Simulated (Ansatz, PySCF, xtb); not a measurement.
Dimer: HF (SMILES F) (first 2 atoms) with H2 (SMILES [H][H]); geometry from B3LYP-D3(BJ)/def2-TZVP, rigid monomers moved along the line of their centres of mass till H2···H4 is 1.78 Å.
(charge 0, multiplicity 1):
```xyz
4

F     -0.08210     0.19386    -0.50397
H     -0.06940     0.09894     0.41765
H     -0.09382    -0.44002     2.11304
H      0.00520     0.29632     2.18357
```

Counterpoise-corrected where a basis set is named; no monomer relaxation. Rows marked so take none.

Cores are frozen in the correlated methods. Rows in 6-31G* carry no dispersion term and start afresh at each structure (6-31G* with six Cartesian d functions). MP2/6-31G* freezes PySCF's default core.

Programs: Ansatz (a quantum-chemistry and plane-wave program) with Gaussian orbitals; PySCF for 6-31G* rows, the dispersion terms; xtb for the GFN methods. 

```json
[
 {"level": "GFN2-xTB", "interaction energy (kJ/mol)": "-1.8"},
 {"level": "B3LYP-D3(BJ)/def2-TZVPPD", "interaction energy (kJ/mol)": "-4.5"},
 {"level": "MP2/6-31G* (no counterpoise)", "interaction energy (kJ/mol)": "?"},
 {"level": "MP2/aug-cc-pVTZ", "interaction energy (kJ/mol)": "-2.4"},
 {"level": "SCS-MP2/aug-cc-pVTZ", "interaction energy (kJ/mol)": "-1.1"},
 {"level": "SCS-MP2/aug-cc-pVQZ", "interaction energy (kJ/mol)": "-1.5"},
 {"level": "CCSD/aug-cc-pVTZ", "interaction energy (kJ/mol)": "-1.9"},
 {"level": "CCSD/aug-cc-pVQZ", "interaction energy (kJ/mol)": "-2.2"},
 {"level": "CCSD(T)/aug-cc-pVQZ", "interaction energy (kJ/mol)": "?"}
]
```

Problem. Some entries are withheld; supply them.

Solution. 
- MP2/6-31G* (no counterpoise), interaction energy (kJ/mol): 5.8
- CCSD(T)/aug-cc-pVQZ, interaction energy (kJ/mol): -3.0
